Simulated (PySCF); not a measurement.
**NMR problem set**

[PySCF 2.14: σ from GIAO-PBE0/pcSseg-1; coordinates at the GFN2-xTB level; relativity neglected; fast rotation and ring inversion assumed for equivalent nuclei; one computed conformer; in vacuum]

Chemical shifts δ = σref − σ; TMS for $^{1}$H (31.72 ppm), $^{13}$C (186.93 ppm), all at this level. Splittings of carbon signals by F and P are missing where no couplings were computed. Where no couplings were computed, multiplicities follow the n + 1 count of equivalent neighbours, and m marks all less simple cases (inequivalent or close neighbours, rings, F or P nearby). Shifts are as computed. Against solution values, carbons near 30 ppm lie about +3 ppm off and those near 130 ppm about +5 ppm. Of 1211 compounds with measured shifts, 218 miss one by over three times the rms of a fit or turn the order of signals round; such compounds aren't used in these exercises.

(1) C₅H₅O₂P₃. $^{1}$H NMR (600 MHz, computed): δ 11.18 (m, 2H), 4.45 (s, 3H). $^{13}$C{$^{1}$H} NMR (computed): δ 190.5 (CH), 190.2 (C), 175.0 (C), 50.7 (CH3). What is it?

(2) C₈H₁₀. $^{1}$H NMR (600 MHz, computed): δ 7.41 (d, 1H), 7.06 (m, 1H), 6.08 (m, 1H), 6.04 (m, 1H), 0.87 (m, 1H), 0.51 (m, 1H), 0.46 (m, 1H), 0.27 (m, 1H), 0.25 (m, 1H), -0.10 (m, 1H). $^{13}$C{$^{1}$H} NMR (computed): δ 133.5 (C), 133.3 (CH2), 131.8 (CH), 122.1 (CH), 27.2 (CH), 19.6 (CH), 5.9 (CH2), 5.6 (CH2). What is it?

## Answers

(1) `COC(=O)c1pcpcp1`. 4 carbon signals for 5 carbons: some carbons are equivalent by symmetry or fast rotation. Carbon types of the structure: 2 × C, 2 × CH, 1 × CH3, which accounts for all hydrogens. δC 190.5: aromatic CH. δC 190.2: substituted aromatic carbon. δC 175.0: ester carbonyl carbon; it is a carbonyl in resonance with an O or N lone pair, the region of acids, esters and amides. δH 11.18: hydrogen on an aromatic CH; ring-current deshielding.

The data come from this structure; uniqueness wasn't tested.

(2) `C=CC1=C[C@@H]1C1CC1`. The formula gives 4 degrees of unsaturation (2 rings in the answer). 8 carbon signals for 8 carbons: no two carbons are equivalent. Carbon types of the structure: 1 × C, 4 × CH, 3 × CH2, which accounts for all hydrogens. δC 133.5: fully substituted alkene carbon; an sp2 carbon of a C=C bond. δC 133.3: terminal =CH2 carbon; the olefinic region. δC 131.8, 122.1: alkene CH; an sp2 carbon of a C=C bond. δH 7.41, 7.06: hydrogen on an alkene CH; olefinic region.

The shifts were computed for this structure.
